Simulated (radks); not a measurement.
Q: Species: neutral magnesium. Configuration: [Ne] 3s2. Method: scalar-relativistic Kohn-Sham, BLYP, spin-polarised, spherical densities, finite nucleus; Fermi nuclear charge, rms radius 3.057 fm; computed with a radial shooting solver on a logarithmic mesh with Libxc functionals. Some entries of the table are withheld. Estimate them.

orbital,occ.,eigenvalue (hartree),<1/r> (bohr^-1)
1s,2,(1),(2)
2s,2,(3),2.100
2p,6,-1.70997,(4)
3s,2,(5),(6)

A: 
(1) 1s eigenvalue (hartree): -46.32919
(2) 1s <1/r> (bohr^-1): 11.63
(3) 2s eigenvalue (hartree): -2.92445
(4) 2p <1/r> (bohr^-1): 1.957
(5) 3s eigenvalue (hartree): -0.16804
(6) 3s <1/r> (bohr^-1): 0.4274
